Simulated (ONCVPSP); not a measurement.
# Pt ONCV: all-electron and pseudo phase curves

| Item | Value |
| --- | --- |
| Element | platinum |
| Generator | ONCVPSP 4.0.1 |
| Type | optimised norm-conserving Vanderbilt (ONCV) |
| Functional | PBE |
| Relativity | scalar-relativistic |
| Frozen core | [Kr] 4d10 4f14 |
| Valence charge | 18 |
| Reference configuration | 5s2 5p6 5d9 6s0.5 (charge +0.5) |
| Partial waves | 5s+6s: rc 1.75 bohr, ncon 4, nbas 8, qcut 8.8 1/bohr, 2 projectors; 5p: rc 1.60 bohr, ncon 5, nbas 8, qcut 9.7 1/bohr, 1 projector; 5d: rc 2.35 bohr, ncon 4, nbas 9, qcut 8 1/bohr, 1 projector |
| Local potential | polynomial inside 1.50 bohr (lpopt 5, dvloc0 4 Ha) |
| Core correction | polynomial model core, fcfact 0.7 |

The phase is arctan(r·R′/R) of the radial function R(r), unwrapped; energies in Ha, scanned from -5 to 5 Ha. A pole is an energy at which the radial function vanishes at the test radius. The pseudo phase is shifted by a multiple of π to meet the all-electron one at the reference energy, and phase errors are pseudo minus all-electron; the curves can meet again beyond the range given. Levels narrower than the energy grid can be missing from the lists of poles.

```json
{"channel": "s", "radius (bohr)": "1.78", "reference energy (Ha)": "-0.34", "poles, all-electron": "-3.71, 4.59", "poles, pseudo": "-3.71, 4.54", "unbroken range about the reference energy with phases within 0.05 rad": "the whole range", "phase error 1 Ha above the reference energy (rad)": "-0.000"}
{"channel": "p", "radius (bohr)": "1.62", "reference energy (Ha)": "-2.21", "poles, all-electron": "-1.48", "poles, pseudo": "-1.48", "unbroken range about the reference energy with phases within 0.05 rad": "below 1.3", "phase error 1 Ha above the reference energy (rad)": "-0.001"}
{"channel": "d", "radius (bohr)": "2.38", "reference energy (Ha)": "-0.37", "poles, all-electron": "-0.08, 3.85", "poles, pseudo": "-0.08, 3.93", "unbroken range about the reference energy with phases within 0.05 rad": "below 1.2", "phase error 1 Ha above the reference energy (rad)": "+0.005"}
```

Phases in the d channel:

```
E (Ha)  all-electron  pseudo
 -4.96         1.414   1.414
 -4.72         1.409   1.409
 -4.48         1.404   1.404
 -4.24         1.398   1.398
 -4.00         1.392   1.392
 -3.76         1.385   1.385
 -3.52         1.377   1.377
 -3.28         1.368   1.368
 -3.04         1.357   1.357
 -2.80         1.345   1.345
 -2.56         1.331   1.331
 -2.32         1.313   1.313
 -2.08         1.291   1.291
 -1.84         1.262   1.262
 -1.60         1.222   1.222
 -1.36         1.162   1.162
 -1.12         1.057   1.058
 -0.88         0.820   0.821
 -0.64         0.004   0.005
 -0.40        -1.146  -1.146
 -0.16        -1.506  -1.506
  0.08        -1.665  -1.664
  0.32        -1.780  -1.778
  0.56        -1.901  -1.897
  0.80        -2.071  -2.063
  1.04        -2.380  -2.357
  1.28        -3.002  -2.951
  1.52        -3.743  -3.696
  1.76        -4.148  -4.122
  2.00        -4.345  -4.329
  2.24        -4.455  -4.444
  2.48        -4.527  -4.518
  2.72        -4.577  -4.569
  2.96        -4.615  -4.609
  3.20        -4.647  -4.640
  3.44        -4.673  -4.667
  3.68        -4.697  -4.690
  3.92        -4.719  -4.712
  4.16        -4.740  -4.732
  4.40        -4.762  -4.753
  4.64        -4.785  -4.775
  4.88        -4.812  -4.799
```
